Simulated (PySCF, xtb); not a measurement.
C5H4F2, SMILES C1(F)=C(CC=C1)F.

GFN2-xTB (xtb) at its own geometry gives an orbital gap of 3.62 eV and a dipole moment of 3.76 D.

The structure is a stationary point at B3LYP-D3(BJ)/def2-SVP. Other conformers were not sampled.

**Question.** What does PBE/def2-TZVP (PySCF) give? (The exact figures need the calculation; the answer reports its results.)

**Answer.** gap 3.58 eV (levels -5.27 and -1.69 eV), dipole 2.28 D.
